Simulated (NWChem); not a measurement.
All runs are NWChem calculations. System: H2Cl2Si, charge 0, spin multiplicity 1, at a geometry optimised with PBE0/def2-SVP. The structure started from a generated list of species. Level: BP86/def2-SVP.

Job file:

```
start mol
memory heap 200 mb stack 900 mb global 1100 mb
geometry units angstroms nocenter noautoz
  Si     0.000000     0.000000     0.768927
  Cl    -1.683952     0.000000    -0.410357
  Cl     1.683952     0.000000    -0.410357
  H      0.000000    -1.233025     1.593580
  H      0.000000     1.233025     1.593580
  symmetry group C2v
end
basis spherical
  * library def2-svp
end
dft
  xc becke88 perdew86
  semidirect memsize 60000000 filesize 0
  iterations 100
end
task dft energy
```

Part of the output:

```
             Northwest Computational Chemistry Package (NWChem) 7.3.0
             --------------------------------------------------------

                                NWChem Input Module
                                -------------------

 Scaling coordinates for geometry "geometry" by  1.889725989
 (inverse scale =  0.529177249)

 Turning off AUTOSYM since
 SYMMETRY directive was detected!

                             Geometry "geometry" -> ""
                             -------------------------

 Output coordinates in angstroms (scale by  1.889725989 to convert to a.u.)

  No.       Tag          Charge          X              Y              Z
 ---- ---------------- ---------- -------------- -------------- --------------
    1 Si                  14.0000     0.00000000     0.00000000     0.76892700
    2 Cl                  17.0000    -1.68395200     0.00000000    -0.41035700
    3 Cl                  17.0000     1.68395200     0.00000000    -0.41035700
    4 H                    1.0000     0.00000000    -1.23302500     1.59358000
    5 H                    1.0000     0.00000000     1.23302500     1.59358000

 Effective nuclear repulsion energy (a.u.)     190.5729454024

            Nuclear Dipole moment (a.u.)
            ----------------------------
        X                 Y               Z
 ---------------- ---------------- ----------------
     0.0000000000     0.0000000000    -0.0000000000

      Symmetry information
      --------------------

 Group name             C2v
 Group number             16
 Group order               4
 No. of unique centers     3

      Symmetry unique atoms

     1    2    4


 Summary of "ao basis" -> "" (spherical)
 ------------------------------------------------------------------------------
       Tag                 Description            Shells   Functions and Types
 ---------------- ------------------------------  ------  ---------------------
 *                          def2-svp                  on all atoms

  perdew86 is a nonlocal functional; adding perdew81 local functional.

                                 NWChem DFT Module
                                 -----------------

 Summary of "ao basis" -> "ao basis" (spherical)
 ------------------------------------------------------------------------------
       Tag                 Description            Shells   Functions and Types
 ---------------- ------------------------------  ------  ---------------------
 Si                         def2-svp                 8       18   4s3p1d
 Cl                         def2-svp                 8       18   4s3p1d
 H                          def2-svp                 3        5   2s1p

 Summary of "ao basis" -> "ao basis" (spherical)
 ------------------------------------------------------------------------------
       Tag                 Description            Shells   Functions and Types
 ---------------- ------------------------------  ------  ---------------------
 Si                         def2-svp                 8       18   4s3p1d
 Cl                         def2-svp                 8       18   4s3p1d
 H                          def2-svp                 3        5   2s1p

      Symmetry analysis of basis
      --------------------------

        a1         26
        a2          7
        b1         18
        b2         13

            General Information
            -------------------
          SCF calculation type: DFT
          Wavefunction type:  closed shell.
          No. of atoms     :     5
          No. of electrons :    50
           Alpha electrons :    25
            Beta electrons :    25
          Charge           :     0
          Spin multiplicity:     1
          Use of symmetry is: on ; symmetry adaption is: on
          Maximum number of iterations: 100
          AO basis - number of functions:    64
                     number of shells:    30
          Convergence on energy requested:  1.00D-06
          Convergence on density requested:  1.00D-05
          Convergence on gradient requested:  5.00D-04

              XC Information
              --------------
                    Becke 1988 Exchange Functional  1.000
                Perdew 1981 Correlation Functional  1.000 local
                Perdew 1986 Correlation Functional  1.000 non-local

             Grid Information
             ----------------
          Grid used for XC integration:  medium
          Radial quadrature: Mura-Knowles
          Angular quadrature: Lebedev.
          Tag              B.-S. Rad. Rad. Pts. Rad. Cut. Ang. Pts.
          ---              ---------- --------- --------- ---------
          Si                  1.10       88           7.0       590
          Cl                  1.00       88           9.0       590
          H                   0.35       45           8.0       434
          Grid pruning is: on
          Number of quadrature shells:   221
          Spatial weights used:  Erf1

          Convergence Information
          -----------------------
          Convergence aids based upon iterative change in
          total energy or number of iterations.
          Levelshifting, if invoked, occurs when the
          HOMO/LUMO gap drops below (HL_TOL):  1.00D-02
          DIIS, if invoked, will attempt to extrapolate
          using up to (NFOCK): 10 stored Fock matrices.

                    Damping( 0%)  Levelshifting(0.5)       DIIS
                  --------------- ------------------- ---------------
          dE  on:    start            ASAP                start
          dE off:    2 iters        100 iters           100 iters

      Screening Tolerance Information
      -------------------------------
          Density screening/tol_rho:  1.00D-10
          AO Gaussian exp screening on grid/accAOfunc:  14
          CD Gaussian exp screening on grid/accCDfunc:  20
          XC Gaussian exp screening on grid/accXCfunc:  20
          Schwarz screening/accCoul:  1.00D-08

      Superposition of Atomic Density Guess
      -------------------------------------

 Sum of atomic energies:       -1208.38414075

      Non-variational initial energy
      ------------------------------

 Total energy =   -1209.031389
 1-e energy   =   -2051.400217
 2-e energy   =     651.795883
 HOMO         =      -0.367829
 LUMO         =       0.088643

      Symmetry analysis of molecular orbitals - initial
      -------------------------------------------------

  Numbering of irreducible representations:

     1 a1          2 a2          3 b1          4 b2

  Orbital symmetries:

     1 a1          2 b1          3 a1          4 a1          5 b1
     6 a1          7 b1          8 b2          9 a1         10 b1
    11 a2         12 a1         13 b2         14 b1         15 a1
    16 a1         17 b1         18 a1         19 b1         20 a1
    21 b2         22 a2         23 a1         24 b1         25 b2
    26 a1         27 b1         28 a1         29 b2         30 a1
    31 b2         32 a1         33 b1         34 a1         35 a2

------------------------------------------------------------
EAF file 0: "./mol.aoints.0" size=524288 bytes
------------------------------------------------------------
               write      read    awrite     aread      wait
               -----      ----    ------     -----      ----
     calls:        1         0         0         0         0
   data(b): 5.24e+05  0.00e+00  0.00e+00  0.00e+00
   time(s): 0.00e+00  0.00e+00  0.00e+00  0.00e+00  0.00e+00
rate(mb/s): 0.00e+00  0.00e+00
------------------------------------------------------------

   convergence    iter        energy       DeltaE   RMS-Dens  Diis-err    time
 ---------------- ----- ----------------- --------- --------- ---------  ------
 d= 0,ls=0.0,diis     1  -1210.8587420554 -1.40D+03  2.03D-02  4.99D-01     0.4
 d= 0,ls=0.0,diis     2  -1210.8073040971  5.14D-02  1.45D-02  6.70D-01     0.4
 d= 0,ls=0.0,diis     3  -1210.9069350383 -9.96D-02  3.35D-03  4.61D-02     0.5
 d= 0,ls=0.0,diis     4  -1210.9136962027 -6.76D-03  6.78D-04  1.28D-03     0.6
 d= 0,ls=0.0,diis     5  -1210.9138567573 -1.61D-04  1.13D-04  3.89D-05     0.7
  Resetting Diis
 d= 0,ls=0.0,diis     6  -1210.9138631428 -6.39D-06  2.28D-05  2.08D-06     0.7
 d= 0,ls=0.0,diis     7  -1210.9138634044 -2.62D-07  6.78D-06  6.26D-08     0.8

         Total DFT energy =    -1210.913863404370
      One electron energy =    -2052.363840913453
           Coulomb energy =      729.178281629939
    Exchange-Corr. energy =      -78.301249523226
 Nuclear repulsion energy =      190.572945402370

 Numeric. integr. density =       49.999993978930

     Total iterative time =      0.7s

                  Occupations of the irreducible representations
                  ----------------------------------------------

                     irrep           alpha         beta
                     --------     --------     --------
                     a1               11.0         11.0
                     a2                2.0          2.0
                     b1                8.0          8.0
                     b2                4.0          4.0

                       DFT Final Molecular Orbital Analysis
                       ------------------------------------

 Vector   23  Occ=2.000000D+00  E=-2.987591D-01  Symmetry=a2
              MO Center=  8.8D-15, -3.6D-15, -3.7D-01, r^2= 3.9D+00
   Bfn.  Coefficient  Atom+Function         Bfn.  Coefficient  Atom+Function
  ----- ------------  ---------------      ----- ------------  ---------------
    30      0.460015  2 Cl py                48     -0.460015  3 Cl py
    27      0.338393  2 Cl py                45     -0.338393  3 Cl py
    24      0.197818  2 Cl py                42     -0.197818  3 Cl py
    14     -0.070069  1 Si d -2

 Vector   24  Occ=2.000000D+00  E=-2.907558D-01  Symmetry=b1
              MO Center= -3.6D-14,  2.6D-15, -3.5D-01, r^2= 4.0D+00
   Bfn.  Coefficient  Atom+Function         Bfn.  Coefficient  Atom+Function
  ----- ------------  ---------------      ----- ------------  ---------------
    29      0.345719  2 Cl px                47      0.345719  3 Cl px
    31     -0.300112  2 Cl pz                49      0.300112  3 Cl pz
    26      0.259663  2 Cl px                44      0.259663  3 Cl px
    28     -0.230615  2 Cl pz                46      0.230615  3 Cl pz
    23      0.150376  2 Cl px                41      0.150376  3 Cl px

 Vector   25  Occ=2.000000D+00  E=-2.813871D-01  Symmetry=b2
              MO Center= -1.0D-14, -4.5D-15,  2.5D-01, r^2= 4.1D+00
   Bfn.  Coefficient  Atom+Function         Bfn.  Coefficient  Atom+Function
  ----- ------------  ---------------      ----- ------------  ---------------
    30      0.379671  2 Cl py                48      0.379671  3 Cl py
    27      0.285676  2 Cl py                45      0.285676  3 Cl py
    55      0.228016  4 H  s                 60     -0.228016  5 H  s
    56      0.204099  4 H  s                 61     -0.204099  5 H  s
    24      0.165510  2 Cl py                42      0.165510  3 Cl py

 Vector   26  Occ=0.000000D+00  E=-2.407536D-02  Symmetry=a1
              MO Center=  3.5D-14, -7.4D-15,  2.6D-01, r^2= 3.4D+00
   Bfn.  Coefficient  Atom+Function         Bfn.  Coefficient  Atom+Function
  ----- ------------  ---------------      ----- ------------  ---------------
    13      0.837833  1 Si pz                 3     -0.698555  1 Si s
    29      0.488327  2 Cl px                47     -0.488327  3 Cl px
    22      0.333167  2 Cl s                 40      0.333167  3 Cl s
    10      0.321240  1 Si pz                 2     -0.289239  1 Si s
     4     -0.233997  1 Si s                 26      0.214667  2 Cl px

 Vector   27  Occ=0.000000D+00  E=-2.022293D-02  Symmetry=b1
              MO Center= -3.9D-14,  1.3D-16,  9.4D-01, r^2= 3.3D+00
   Bfn.  Coefficient  Atom+Function         Bfn.  Coefficient  Atom+Function
  ----- ------------  ---------------      ----- ------------  ---------------
    11      1.116784  1 Si px                22      0.431909  2 Cl s
    40     -0.431909  3 Cl s                 31      0.377739  2 Cl pz
    49     -0.377739  3 Cl pz                 8      0.353442  1 Si px
    29      0.209034  2 Cl px                47      0.209034  3 Cl px
     5     -0.178359  1 Si px                28      0.157501  2 Cl pz

 Vector   28  Occ=0.000000D+00  E= 1.876866D-02  Symmetry=a1
              MO Center=  6.1D-15,  2.2D-14,  1.2D+00, r^2= 3.7D+00
   Bfn.  Coefficient  Atom+Function         Bfn.  Coefficient  Atom+Function
  ----- ------------  ---------------      ----- ------------  ---------------
    56     -1.044343  4 H  s                 61     -1.044343  5 H  s
     3      0.979843  1 Si s                 13      0.942516  1 Si pz
     4      0.752813  1 Si s                  2      0.340232  1 Si s
    55     -0.203206  4 H  s                 60     -0.203206  5 H  s
    31     -0.182178  2 Cl pz                49     -0.182178  3 Cl pz

 center of mass
 --------------
 x =   0.00000000 y =   0.00000000 z =  -0.07517107

 moments of inertia (a.u.)
 ------------------
         129.784766759102           0.000000000000           0.000000000000
           0.000000000000         827.061660716591           0.000000000000
           0.000000000000           0.000000000000         719.163909907098

     Multipole analysis of the density
     ---------------------------------

     L   x y z        total         alpha         beta         nuclear
     -   - - -        -----         -----         ----         -------
     0   0 0 0     -0.000000    -25.000000    -25.000000     50.000000

     1   1 0 0      0.000000      0.000000      0.000000      0.000000
     1   0 1 0      0.000000      0.000000      0.000000      0.000000
     1   0 0 1      0.463320      0.231660      0.231660     -0.000000

     2   2 0 0    -30.153439   -187.226316   -187.226316    344.299193
     2   1 1 0     -0.000000     -0.000000     -0.000000      0.000000
     2   1 0 1     -0.000000     -0.000000     -0.000000      0.000000
     2   0 2 0    -28.807254    -19.832897    -19.832897     10.858540
     2   0 1 1     -0.000000     -0.000000     -0.000000      0.000000
     2   0 0 2    -27.929224    -48.035840    -48.035840     68.142457

 Task  times  cpu:        0.8s     wall:        0.8s

 Total times  cpu:        0.9s     wall:        0.9s
```
